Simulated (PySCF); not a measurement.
FH5O3Si2, SMILES O[Si](O)(O)[SiH2]F.

Geometry optimised at r2SCAN-D4/def2-SVP. The structure was generated by enumeration, and PubChem lists no compound with its InChIKey, so it may never have been made. The values are those of a single conformer.

Calculation: r2SCAN-D4/def2-SVP (PySCF 2.14.0).

Frequencies are harmonic and unscaled.

```json
[
 {"mode": "1", "ν (cm⁻¹)": "45", "IR (km/mol)": "2.0", "Raman (Å⁴/amu)": "0.1", "depolarisation": "0.75", "moving atoms (share of kinetic energy)": "F 42 %, O 25 %, H 17 %, Si 16 %"},
 {"mode": "2", "ν (cm⁻¹)": "83", "IR (km/mol)": "4.2", "Raman (Å⁴/amu)": "0.1", "depolarisation": "0.74", "moving atoms (share of kinetic energy)": "O 45 %, F 39 %, H 9 %"},
 {"mode": "3", "ν (cm⁻¹)": "117", "IR (km/mol)": "15.5", "Raman (Å⁴/amu)": "1.0", "depolarisation": "0.75", "moving atoms (share of kinetic energy)": "O 59 %, H 24 %, Si 17 %"},
 {"mode": "4", "ν (cm⁻¹)": "177", "IR (km/mol)": "85.4", "Raman (Å⁴/amu)": "1.4", "depolarisation": "0.67", "moving atoms (share of kinetic energy)": "H 48 %, O 32 %, F 11 %, Si 10 %"},
 {"mode": "5", "ν (cm⁻¹)": "210", "IR (km/mol)": "50.0", "Raman (Å⁴/amu)": "1.1", "depolarisation": "0.68", "moving atoms (share of kinetic energy)": "H 42 %, O 29 %, F 14 %, Si 14 %"},
 {"mode": "6", "ν (cm⁻¹)": "222", "IR (km/mol)": "8.9", "Raman (Å⁴/amu)": "3.7", "depolarisation": "0.75", "moving atoms (share of kinetic energy)": "H 77 %, O 13 %"},
 {"mode": "7", "ν (cm⁻¹)": "258", "IR (km/mol)": "63.3", "Raman (Å⁴/amu)": "2.8", "depolarisation": "0.63", "moving atoms (share of kinetic energy)": "H 63 %, O 22 %, Si 11 %"},
 {"mode": "8", "ν (cm⁻¹)": "295", "IR (km/mol)": "27.3", "Raman (Å⁴/amu)": "4.2", "depolarisation": "0.31", "moving atoms (share of kinetic energy)": "O 41 %, Si 31 %, H 26 %"},
 {"mode": "9", "ν (cm⁻¹)": "324", "IR (km/mol)": "48.5", "Raman (Å⁴/amu)": "2.7", "depolarisation": "0.73", "moving atoms (share of kinetic energy)": "O 51 %, Si 26 %, H 20 %"},
 {"mode": "10", "ν (cm⁻¹)": "359", "IR (km/mol)": "119.5", "Raman (Å⁴/amu)": "0.6", "depolarisation": "0.54", "moving atoms (share of kinetic energy)": "O 51 %, H 42 %"},
 {"mode": "11", "ν (cm⁻¹)": "476", "IR (km/mol)": "68.3", "Raman (Å⁴/amu)": "9.3", "depolarisation": "0.06", "moving atoms (share of kinetic energy)": "Si 60 %, O 22 %, H 18 %"},
 {"mode": "12", "ν (cm⁻¹)": "508", "IR (km/mol)": "21.1", "Raman (Å⁴/amu)": "7.9", "depolarisation": "0.69", "moving atoms (share of kinetic energy)": "H 70 %, Si 23 %"},
 {"mode": "13", "ν (cm⁻¹)": "738", "IR (km/mol)": "23.3", "Raman (Å⁴/amu)": "17.9", "depolarisation": "0.75", "moving atoms (share of kinetic energy)": "H 91 %"},
 {"mode": "14", "ν (cm⁻¹)": "752", "IR (km/mol)": "168.5", "Raman (Å⁴/amu)": "1.7", "depolarisation": "0.15", "moving atoms (share of kinetic energy)": "H 52 %, O 45 %"},
 {"mode": "15", "ν (cm⁻¹)": "776", "IR (km/mol)": "170.0", "Raman (Å⁴/amu)": "3.3", "depolarisation": "0.36", "moving atoms (share of kinetic energy)": "H 66 %, O 33 %"},
 {"mode": "16", "ν (cm⁻¹)": "796", "IR (km/mol)": "217.2", "Raman (Å⁴/amu)": "2.0", "depolarisation": "0.69", "moving atoms (share of kinetic energy)": "H 70 %, O 28 %"},
 {"mode": "17", "ν (cm⁻¹)": "833", "IR (km/mol)": "240.5", "Raman (Å⁴/amu)": "4.6", "depolarisation": "0.61", "moving atoms (share of kinetic energy)": "H 54 %, O 25 %, Si 21 %"},
 {"mode": "18", "ν (cm⁻¹)": "840", "IR (km/mol)": "11.6", "Raman (Å⁴/amu)": "7.6", "depolarisation": "0.73", "moving atoms (share of kinetic energy)": "F 48 %, H 33 %, Si 18 %"},
 {"mode": "19", "ν (cm⁻¹)": "912", "IR (km/mol)": "160.8", "Raman (Å⁴/amu)": "8.7", "depolarisation": "0.38", "moving atoms (share of kinetic energy)": "H 41 %, Si 35 %, O 14 %, F 11 %"},
 {"mode": "20", "ν (cm⁻¹)": "937", "IR (km/mol)": "118.4", "Raman (Å⁴/amu)": "7.1", "depolarisation": "0.64", "moving atoms (share of kinetic energy)": "H 40 %, Si 33 %, O 24 %"},
 {"mode": "21", "ν (cm⁻¹)": "946", "IR (km/mol)": "24.6", "Raman (Å⁴/amu)": "13.5", "depolarisation": "0.70", "moving atoms (share of kinetic energy)": "H 66 %, Si 20 %, O 14 %"},
 {"mode": "22", "ν (cm⁻¹)": "966", "IR (km/mol)": "191.2", "Raman (Å⁴/amu)": "2.7", "depolarisation": "0.68", "moving atoms (share of kinetic energy)": "Si 45 %, O 38 %, H 17 %"},
 {"mode": "23", "ν (cm⁻¹)": "2208", "IR (km/mol)": "112.4", "Raman (Å⁴/amu)": "176.2", "depolarisation": "0.17", "moving atoms (share of kinetic energy)": "H 97 %"},
 {"mode": "24", "ν (cm⁻¹)": "2227", "IR (km/mol)": "118.7", "Raman (Å⁴/amu)": "144.5", "depolarisation": "0.35", "moving atoms (share of kinetic energy)": "H 96 %"},
 {"mode": "25", "ν (cm⁻¹)": "3851", "IR (km/mol)": "94.4", "Raman (Å⁴/amu)": "190.5", "depolarisation": "0.31", "moving atoms (share of kinetic energy)": "H 94 %"},
 {"mode": "26", "ν (cm⁻¹)": "3876", "IR (km/mol)": "119.3", "Raman (Å⁴/amu)": "97.2", "depolarisation": "0.24", "moving atoms (share of kinetic energy)": "H 94 %"},
 {"mode": "27", "ν (cm⁻¹)": "3884", "IR (km/mol)": "93.5", "Raman (Å⁴/amu)": "81.9", "depolarisation": "0.24", "moving atoms (share of kinetic energy)": "H 94 %"}
]
```
